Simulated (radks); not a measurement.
Results of a calculation; reference values are marked as such.
The gold anion Au-, configuration [Hg]. Code: a radial shooting solver on a logarithmic mesh with Libxc functionals. Model: scalar-relativistic Kohn-Sham, PBEsol, spin-polarised, spherical densities, finite nucleus; Fermi nuclear charge, rms radius 5.4371 fm; Watson sphere of charge +1 and radius 4.95 bohr.

Radial electron density D(r) = 4 pi r^2 rho(r):

```
   r/bohr * D(r) (the largest magnitude, 147, reaches the edge; | marks zero)
 0.002559 |             *
 0.003468 |                   *
 0.004738 |                          *
 0.006472 |                                 *
 0.008772 |                                       *
  0.01198 |                                        *
  0.01624 |                                     *
  0.02219 |                                   *
  0.03031 |                                        *
  0.04108 |                                                  *
  0.05612 |                                                      *
  0.07606 |                                              *
   0.1039 |                                           *
    0.142 |                                                  *
   0.1924 |                                        *
   0.2628 |                           *
   0.3562 |                                *
   0.4866 |                         *
   0.6648 |           *
    0.901 |       *
    1.231 |     *
    1.668 |  *
    2.279 |*
    3.114 |*
     4.22 *
    5.765 *
    7.813 *
    10.67 *
```

D(r) has 4 maxima, at r = 0.0112, 0.0522, 0.144, 0.377 bohr, and minima at 0.0218, 0.0929, 0.265 bohr, inside which lie 1.89, 10.99, 29.93 electrons.
